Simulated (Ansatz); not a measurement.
`[Li][I]` + CH₃OH → `[Li][O]C` + HI at 500 K and 1 bar (ligand exchange at a Li–I bond).

Isolated molecules relaxed with PBE0-D4/def2-TZVP in Ansatz; ΔE leaves out vibrations. CCSD(T)/CBS is the MP2 limit (def2-TZVPP, def2-QZVPP) plus CCSD(T) − MP2 in def2-TZVPP, frozen cores. This one scheme is used for every species. def2 core potentials past Kr. For I, Li outer-core shells are correlated without core-valence functions, which leaves a few kJ/mol of doubt a bond.

| species | CCSD(T)/CBS energy (Eh) | H − E (kJ/mol) | S (J/(mol·K)) |
| --- | --- | --- | --- |
| `[Li][I]` | -305.01891 | 19.4 | 250.2 |
| CH₃OH | -115.61712 | 157.0 | 265.4 |
| `[Li][O]C` | -122.55324 | 134.3 | 284.3 |
| HI | -298.03592 | 28.6 | 221.6 |

H − E and S are ideal-gas, rigid-rotor, harmonic terms from PBE0-D4/def2-TZVP. 1 Eh = 2625.50 kJ/mol, R = 8.31446 J/(mol·K).

Task: By hand: ΔE, ΔH, ΔS and ΔG.

Result: ΔE = (-122.55324) + (-298.03592) − (-305.01891) − (-115.61712) = 0.04687 Eh = 123.1 kJ/mol. Δ(H − E) = 134.3 + 28.6 − 19.4 − 157.0 = -13.5, so ΔH = 109.6 kJ/mol. ΔS = 284.3 + 221.6 − 250.2 − 265.4 = -9.7 J/(mol·K). ΔG = 109.6 − 500 × (-9.7)/1000 = 114.4 kJ/mol.

Task: By hand: the equilibrium constant, and the temperature at which ΔG would vanish if ΔH and ΔS stayed fixed.

Result: log₁₀ K = −ΔG/(RT ln 10) = -12.0. ΔH and −TΔS have one sign here, so there is no such temperature.

The number of gas molecules stays the same, so ΔS is small and ΔH decides. A doubt of 5 kJ/mol in ΔE shifts log₁₀ K by 0.5 here. These are equilibria of isolated gas molecules and say nothing of rates. Largest T1 diagnostic: 0.013 (customary marks: 0.02 for closed shells, 0.045 for open ones).
